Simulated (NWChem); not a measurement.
System: C₃H₁₀N cation; SMILES C[NH+](C)C

NWChem input:

```
start job
memory heap 200 mb stack 900 mb global 1100 mb
charge 1
geometry units angstroms noautosym nocenter noautoz
  C     -0.888555     1.134676    -0.109349
  N      0.000000     0.000000     0.334223
  C      1.426936     0.202173    -0.109349
  C     -0.538381    -1.336849    -0.109349
  H     -0.484685     2.071075     0.278131
  H     -0.903326     1.153076    -1.200303
  H     -1.894341     0.967431     0.278676
  H      0.000000     0.000000     1.360441
  H      1.784990     1.156832     0.278676
  H      1.450256     0.205765    -1.200303
  H      2.035946    -0.615788     0.278131
  H      0.109351    -2.124263     0.278676
  H     -1.551261    -1.455287     0.278131
  H     -0.546930    -1.358841    -1.200303
end
basis spherical
  C library def2-svp
  N library def2-svp
  H library def2-svp
end
dft
  xc m05-2x
  iterations 150
end
cosmo
  do_cosmo_smd true
  solvent dmf
end
task dft energy
```

Coordinates come from a B3LYP/6-31G* (spherical d) optimisation. Solvent: N,N-dimethylformamide.

Level: M05-2X/def2-SVP with SMD (1 M gas to 1 M solution), gas-phase geometry. Reactions with the solvent are ignored.

**Question.** Give the results of this calculation. (M05-2X/def2-SVP, SMD on the gas-phase geometry.) Quantities: solvation free energy (kcal/mol); cavity-dispersion-structure term (kcal/mol).

**Answer.** 
```
Quantity                                     Result
-------------------------------------------  ------
solvation free energy (kcal/mol)              -62.6
cavity-dispersion-structure term (kcal/mol)     0.2
```
